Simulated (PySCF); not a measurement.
Species: C2H7F3Si2.
Z-matrix (Å and degrees, GFN2-xTB geometry), rows numbered from 1:
```
F 
C   1  1.3479
F   2  1.3511  1  105.41
F   2  1.3511  1  105.37  3  -110.71
C   2  1.4860  1  112.97  3   124.63
Si  5  1.9144  2  108.72  1   -63.28
Si  5  1.9143  2  108.73  1    63.06
H   5  1.0926  2  105.98  1   179.94
H   6  1.4602  5  108.31  2    64.17
H   6  1.4620  5  105.89  2  -176.36
H   6  1.4612  5  109.37  2   -56.94
H   7  1.4604  5  108.35  2   -64.47
H   7  1.4612  5  109.33  2    56.78
H   7  1.4619  5  105.87  2   175.97
```

Theory: TDDFT PBE0/def2-SVPD, vertical, gas phase, core orbitals frozen in the response (PySCF).

Frontier orbitals with the atoms that hold most of them (Löwdin shares over 4%, at most four atoms; ? is withheld):

| orbital | ε (eV) | atoms |
| --- | --- | --- |
| LUMO+2 | 0.58 | Si6 26%, Si7 26%, C5 8%, H14 8% |
| LUMO+1 | 0.35 | Si7 26%, Si6 26%, H11 9%, H13 9% |
| LUMO | 0.03 | ? |
| HOMO | ? | C5 32%, Si7 18%, Si6 18%, H13 11% |
| HOMO-1 | -9.72 | ? |
| HOMO-2 | -10.07 | Si7 21%, Si6 21%, H14 17%, H10 17% |
| HOMO-3 | -10.13 | Si6 19%, Si7 17%, H14 12%, H10 12% |

Task: Give the leading atoms of the LUMO.

Result: Si7 (bonded to C and 3 H) 21%; Si6 (bonded to C and 3 H) 21%; C5 (bonded to C, 2 Si and H) 9%; H8 (bonded to C) 7%. By element: silicon 43%, carbon 9% or more, hydrogen 7% or more.

Task: Give the leading atoms of the HOMO-1.

Result: C5 (bonded to C, 2 Si and H) 21%; Si6 (bonded to C and 3 H) 16%; Si7 (bonded to C and 3 H) 16%; H9 (bonded to Si) 7%. By element: silicon 32%, carbon 21% or more, hydrogen 7% or more.

Task: What is the HOMO energy, and the HOMO–LUMO gap?

Result: ε(HOMO) = -9.34 eV; the gap is 9.37 eV (0.3444 hartree).

Task: The HOMO–LUMO gap is 9.37 eV. Where does the response calculation put the lowest singlet, and from which orbitals?

Result: S1 is at 8.16 eV (f = 0.078), 1.21 eV below the gap, made of HOMO→LUMO (95%). 

Task: Give energy, strength and leading configuration of S1, S2, S3 and S6, and follow the Löwdin shares of the leading atoms from the occupied to the empty orbital.

Result: 
- S1 (8.16 eV, f 0.078), HOMO→LUMO (95%): C5 32% → 9%, Si7 18% → 21%, Si6 18% → 21%
- S2 (8.50 eV, f 0.038), HOMO→LUMO+1 (78%): C5 32% → at most 10%, Si7 18% → 26%, Si6 18% → 26%
- S3 (8.53 eV, f 0.0001), HOMO-1→LUMO (92%): C5 21% → 9%, Si6 16% → 21%, Si7 16% → 21%
- S6 (8.82 eV, f 0.025), HOMO-1→LUMO+1 (84%): C5 21% → at most 10%, Si6 16% → 26%, Si7 16% → 26%

Löwdin shares depend on the basis, the more so with diffuse functions.

Time: 44 s; peak memory 0.85 GiB. Hardware: one thread, Arm Neoverse V1 (aarch64), shared host with 32 logical CPUs at a one-minute load of 24.
